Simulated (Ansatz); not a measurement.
Consider the formal loss of a carbene: `CBC(C)F` → `CBCF` + `[CH2]` (triplet).

Isolated molecules relaxed with PBE0-D4/def2-TZVP in Ansatz; ΔE leaves out vibrations. CBS: MP2 limit from def2 TZ/QZ plus the TZ coupled-cluster correction, frozen cores. This one scheme is used for every species. DFT in def2-TZVPP. B3LYP here is the variant with VWN-RPA as its local correlation; programs differ in this. Triplets are unrestricted, without spin–orbit coupling. Each species was taken in one conformer, which may not be the lowest.

`CBC(C)F`:

Cartesian coordinates in Å:
```
C 1.152 -0.459 -1.576
B -0.048 -0.642 -0.615
C -0.690 0.534 0.194
C -0.640 0.339 1.700
F -0.117 1.777 -0.107
H 1.180 -1.177 -2.399
H 2.043 -0.676 -0.964
H 1.275 0.560 -1.947
H -0.521 -1.729 -0.413
H -1.747 0.603 -0.112
H 0.391 0.264 2.052
H -1.166 -0.576 1.980
H -1.113 1.182 2.207
```

`CBCF`:

Cartesian coordinates in Å:
```
C -0.702 0.484 -1.075
B -0.402 0.168 0.419
C 0.911 -0.569 0.814
F 1.085 -0.804 2.170
H -0.847 1.564 -1.196
H 0.054 0.153 -1.790
H -1.666 0.043 -1.356
H -1.179 0.492 1.272
H 1.779 0.005 0.453
H 0.966 -1.536 0.290
```

`[CH2]` (triplet):

```xyz
3

C     0.201    0.140   -0.127
H    -0.281    0.716    0.648
H     0.080   -0.856   -0.522
```

Question: Is it downhill or uphill in electronic energy at CCSD(T)/CBS, and by how much? (Estimate.)

Answer: Computed: Uphill: ΔE = +448.7 kJ/mol.

Question: What do these levels give: r2SCAN-D4, PBE0-D4, ωB97X-V, ωB97M-V, PBE, r2SCAN, B3LYP, HF/def2-TZVPP, MP2/def2-TZVPP, SCS-MP2/def2-TZVPP, HF/CBS(def2), MP2/CBS(def2)? (Estimate.)

Answer: Ansatz gave: r2SCAN-D4 426.3, PBE0-D4 444.7, ωB97X-V 459.0, ωB97M-V 450.9, PBE 446.6, r2SCAN 424.5, B3LYP 429.1, HF/def2-TZVPP 299.0, MP2/def2-TZVPP 449.5, SCS-MP2/def2-TZVPP 449.5, HF/CBS(def2) 298.8, MP2/CBS(def2) 461.1 kJ/mol.

Largest T1 diagnostic among the species: 0.011.

The D4 term adds +10.4 kJ/mol with B3LYP and +5.6 kJ/mol with PBE0; it sums over pairs of atoms, weighted by their polarisabilities, and B3LYP, whose exchange is more repulsive, gets the larger term. In def2-TZVPP, CCSD(T) changes the Hartree–Fock value by +138.2 kJ/mol (the triples alone add +11.6 kJ/mol) and MP2 by +150.5 kJ/mol. From PBE to PBE0 (25 % exact exchange), in def2-TZVPP and without D4, ΔE moves by −7.6 kJ/mol.
